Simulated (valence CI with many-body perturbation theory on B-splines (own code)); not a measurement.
**E1 transitions of Cs23+**

Calculated by relativistic CI+MBPT: four valence electrons over a frozen Dirac-Fock core [Ar] 3d10, radial functions for each j: 11 s, 11 p, 10 d, 8 f, 5 g, 2 h, with the one-electron correlation potential Σ1 (screened to all orders), the two-electron term Σ2, the three-electron term Σ3, Breit, model QED; selected single and double excitations, second order for the rest, scaled by the run's own slope (own B-spline code, finite nucleus).

No measured levels were compared; by estimate levels hold to about 250 cm⁻¹ or 0.2 % of their energy and the worst to 1 %, as in measured heavy ions of charge 2 to 7; those with d or f electrons hold less well. Among the levels kept, up to 450 cm⁻¹ of a level comes from second order outside the variational space, and about a tenth of that is noise between levels of different J, which matters for small intervals.

Lines 1 to 50 of 553 in falling wavelength, among levels below 2268600 cm⁻¹, chosen from the strongest by gf and those to the six lowest levels. Wavelengths and rates use the calculated energies, so an error of 2000 cm⁻¹ moves a line at 407.3 Å by 0.81 % and its rate by three times that or more. Electric multipoles are in the length gauge, E1 and E2 with the static RPA response of the core. Weak lines are less certain than strong ones. Lines between different terms over intervals too small for the method are left out, as are lines whose strength nearly cancels. Where a level lies close to another of its J and parity, the split of strength between their lines is uncertain. The highest levels of a list are the least certain.

Levels are named by their leading jj configuration (3d3/2^4 stands for four electrons in 3d with j = 3/2), which in mixed levels can hold well under half, so a name can repeat and another be missing. Letters in brackets count levels of one name in rising energy.

| λ vac (Å) | Upper | Lower | A (s⁻¹) | log gf | Branch % |
| --- | --- | --- | --- | --- | --- |
| 407.3 | (4s 4p1/2^2 4p3/2) J=2 | (4s^2 4p3/2^2) J=2 | 2.58e+07 | -2.49 | 0.7 |
| 368.1 | (4s 4p1/2^2 4p3/2) J=1 | (4s^2 4p3/2^2) J=0 | 3.32e+07 | -2.69 | 0.1 |
| 312.2 | (4s 4p1/2^2 4p3/2) J=1 | (4s^2 4p3/2^2) J=2 | 2.46e+08 | -1.97 | 0.6 |
| 268.4 | (4s 4p1/2 4p3/2^2) J=2 [a] | (4s^2 4p3/2^2) J=2 | 3.18e+08 | -1.76 | 3.2 |
| 265.4 | (4s 4p1/2 4d3/2 4d5/2) J=5 [b] | (4s^2 4d5/2^2) J=4 | 1.79e+09 | -0.68 | 4.5 |
| 259.1 | (4p1/2 4p3/2^2 4d5/2) J=5 | (4s 4p3/2^2 4d5/2) J=4 [b] | 5.33e+09 | -0.23 | 13.8 |
| 256.9 | (4s 4p1/2^2 4p3/2) J=2 | (4s^2 4p1/2 4p3/2) J=2 | 1.52e+09 | -1.12 | 38.3 |
| 255.6 | (4s 4p1/2 4p3/2 4d5/2) J=5 | (4s^2 4p3/2 4d5/2) J=4 | 2.48e+09 | -0.57 | 100.0 |
| 250.9 | (4p1/2 4p3/2^2 4d3/2) J=4 | (4s 4p3/2^2 4d3/2) J=4 | 2.21e+09 | -0.73 | 4.8 |
| 250.6 | (4p1/2 4p3/2^2 4d5/2) J=4 [b] | (4s 4p3/2^2 4d5/2) J=3 [a] | 3.57e+09 | -0.52 | 7.1 |
| 245.3 | (4p1/2^2 4p3/2 4d5/2) J=3 | (4s 4p1/2 4p3/2 4d5/2) J=3 [e] | 4.34e+09 | -0.56 | 4.9 |
| 244.7 | (4s 4p1/2 4p3/2^2) J=3 | (4s^2 4p3/2^2) J=2 | 3.67e+09 | -0.64 | 39.0 |
| 244.0 | (4s 4p1/2^2 4p3/2) J=2 | (4s^2 4p1/2 4p3/2) J=1 | 2.42e+09 | -0.97 | 61.0 |
| 240.2 | (4p1/2^2 4p3/2 4d5/2) J=4 | (4s 4p1/2 4p3/2 4d5/2) J=3 [c] | 3.71e+09 | -0.54 | 5.4 |
| 238.4 | (4s 4p1/2 4p3/2^2) J=1 [a] | (4s^2 4p3/2^2) J=0 | 1.36e+09 | -1.46 | 2.5 |
| 236.2 | (4p1/2^2 4p3/2 4d5/2) J=4 | (4s 4p1/2 4p3/2 4d5/2) J=4 [c] | 3.31e+09 | -0.60 | 4.8 |
| 234.6 | (4p1/2^2 4p3/2 4d3/2) J=2 | (4s 4p1/2 4p3/2 4d3/2) J=2 [d] | 7.87e+09 | -0.49 | 14.1 |
| 234.1 | (4p1/2^2 4p3/2^2) J=2 | (4s 4p1/2 4p3/2^2) J=2 [b] | 5.08e+09 | -0.68 | 9.1 |
| 225.4 | (4p1/2 4p3/2^2 4d5/2) J=2 [a] | (4s 4p3/2^2 4d5/2) J=3 [b] | 4.91e+09 | -0.73 | 5.4 |
| 221.4 | (4p1/2 4p3/2^2 4d5/2) J=1 [b] | (4s 4p3/2^2 4d5/2) J=2 [a] | 8.60e+09 | -0.72 | 3.7 |
| 220.3 | (4p1/2 4p3/2^3) J=2 | (4s 4p3/2^3) J=2 | 8.58e+09 | -0.51 | 19.0 |
| 217.6 | (4p1/2 4p3/2^2 4d3/2) J=1 [c] | (4s 4p3/2^2 4d3/2) J=2 [d] | 8.94e+09 | -0.72 | 2.4 |
| 215.5 | (4s 4p1/2^2 4p3/2) J=1 | (4s^2 4p1/2 4p3/2) J=2 | 4.94e+09 | -0.99 | 12.8 |
| 214.5 | (4s 4p1/2 4p3/2^2) J=1 [b] | (4s^2 4p3/2^2) J=0 | 2.99e+09 | -1.21 | 1.7 |
| 213.6 | (4s 4p1/2 4p3/2^2) J=1 [a] | (4s^2 4p3/2^2) J=2 | 8.09e+08 | -1.78 | 1.5 |
| 213.4 | (4p1/2 4p3/2^2 4d5/2) J=4 [a] | (4s 4p3/2^2 4d5/2) J=5 | 1.00e+10 | -0.21 | 18.1 |
| 212.1 | (4s 4p1/2 4p3/2^2) J=2 [b] | (4s^2 4p3/2^2) J=2 | 2.99e+09 | -1.00 | 6.9 |
| 211.3 | (4p1/2 4p3/2^2 4d5/2) J=3 [a] | (4s 4p3/2^2 4d5/2) J=4 [a] | 9.74e+09 | -0.34 | 13.0 |
| 211.3 | (4p1/2^2 4p3/2 4d5/2) J=3 | (4s 4p1/2 4p3/2 4d5/2) J=4 [b] | 1.09e+10 | -0.29 | 12.2 |
| 209.8 | (4p1/2 4p3/2^2 4d3/2) J=3 [b] | (4s 4p3/2^2 4d3/2) J=4 | 8.18e+09 | -0.42 | 2.5 |
| 206.3 | (4s 4p1/2^2 4p3/2) J=1 | (4s^2 4p1/2 4p3/2) J=1 | 5.79e+08 | -1.96 | 1.5 |
| 206.1 | (4p1/2 4p3/2^2 4d5/2) J=5 | (4s 4p3/2^2 4d5/2) J=5 | 1.15e+10 | -0.09 | 29.9 |
| 204.1 | (4p1/2^2 4p3/2^2) J=2 | (4s 4p1/2 4p3/2^2) J=3 | 1.93e+10 | -0.22 | 34.5 |
| 203.6 | (4p1/2^2 4p3/2 4d5/2) J=2 | (4s 4p1/2 4p3/2 4d5/2) J=3 [b] | 1.50e+10 | -0.33 | 14.3 |
| 203.2 | (4p1/2^2 4p3/2 4d5/2) J=2 | (4s 4p1/2 4p3/2 4d3/2) J=2 [c] | 6.82e+09 | -0.68 | 6.5 |
| 203.2 | (4p1/2 4p3/2^2 4d5/2) J=4 [b] | (4s 4p3/2^2 4d5/2) J=4 [a] | 1.40e+10 | -0.11 | 28.0 |
| 196.7 | (4p1/2^2 4p3/2 4d3/2) J=3 | (4s 4p1/2 4p3/2 4d3/2) J=4 | 1.72e+10 | -0.16 | 26.1 |
| 196.4 | (4p1/2 4p3/2^2 4d3/2) J=2 [c] | (4s 4p3/2^2 4d3/2) J=3 | 1.15e+10 | -0.48 | 3.6 |
| 194.5 | (4p1/2^2 4p3/2 4d5/2) J=4 | (4s 4p1/2 4p3/2 4d5/2) J=5 | 2.37e+10 | 0.08 | 34.6 |
| 194.2 | (4s 4p1/2 4p3/2^2) J=1 [b] | (4s^2 4p3/2^2) J=2 | 3.36e+09 | -1.24 | 1.9 |
| 193.7 | (4s 4p1/2 4p3/2^2) J=2 [a] | (4s^2 4p1/2 4p3/2) J=2 | 3.56e+08 | -2.00 | 3.6 |
| 192.9 | (4p1/2 4p3/2^3) J=1 | (4s 4p1/2 4p3/2^2) J=1 [b] | 1.19e+10 | -0.70 | 19.6 |
| 192.4 | (4p1/2 4p3/2^2 4d5/2) J=4 [a] | (4s 4p1/2 4p3/2 4d5/2) J=3 [d] | 7.06e+09 | -0.45 | 12.7 |
| 191.6 | (4p1/2^2 4p3/2 4d3/2) J=2 | (4s 4p1/2 4p3/2 4d3/2) J=3 [a] | 1.59e+10 | -0.36 | 28.6 |
| 190.1 | (4p1/2 4p3/2^2 4d5/2) J=4 [a] | (4s 4p1/2 4p3/2 4d5/2) J=3 [c] | 6.84e+09 | -0.48 | 12.3 |
| 190.1 | (4p1/2^2 4p3/2^2) J=2 | (4s 4p1/2 4p3/2^2) J=2 [a] | 8.59e+09 | -0.63 | 15.4 |
| 189.8 | (4p1/2^2 4p3/2 4d3/2) J=3 | (4s 4p1/2 4p3/2 4d5/2) J=4 [a] | 6.02e+09 | -0.64 | 9.1 |
| 186.8 | (4s 4p3/2^2 4d5/2) J=4 [a] | (4s^2 4p3/2 4d5/2) J=4 | 5.90e+09 | -0.56 | 14.6 |
| 186.5 | (4p1/2^2 4p3/2 4d5/2) J=4 | (4s 4p1/2 4p3/2 4d3/2) J=4 | 7.16e+09 | -0.47 | 10.4 |
| 186.5 | (4p1/2 4p3/2^2 4d3/2) J=4 | (4s 4p1/2 4p3/2 4d5/2) J=4 [b] | 1.05e+10 | -0.31 | 22.8 |
